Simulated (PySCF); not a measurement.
# As: excitation energy

As [Ar] 3d10 4s2 4p3 (4S) → As [Ar] 3d10 4s1 4p3 5s1 (6S), as a difference of total energies. All numbers are calculated (PySCF 2.14, scalar relativity by spin-free X2C-1e, in x2c-QZVPPall with one added diffuse shell each of s, p, d, f type (12s9p6d5f1g, 113 functions)). Correlated levels: valence: [Ar] 3d10 frozen; valence and next inner shell: [Ne] frozen. The calculations carry no spin-orbit coupling.

```csv
method,excitation energy (eV)
UHF,11.086
LDA,13.763
PBE,13.517
PBE0,13.219
r2SCAN,13.096
r2SCANh,13.024
CAM-B3LYP,13.845
PW91,13.544
MP2 (valence),12.411
SCS-MP2 (valence),12.862
MP2 (valence and next inner shell),12.990
SCS-MP2 (valence and next inner shell),13.320
```

Problem. How much does correlation contribute at MP2 (valence and next inner shell)?

Solution. 12.990 − (11.086) = 1.904 eV, measured against UHF.

The upper state lies above the first ionisation limit, but in LS coupling its spin forbids autoionisation to the ground ion. A Rydberg-like electron needs more diffuse functions than a valence basis has.

The promoted electron is Rydberg-like, and one or two diffuse shells describe it only roughly, which tends to raise the upper state.
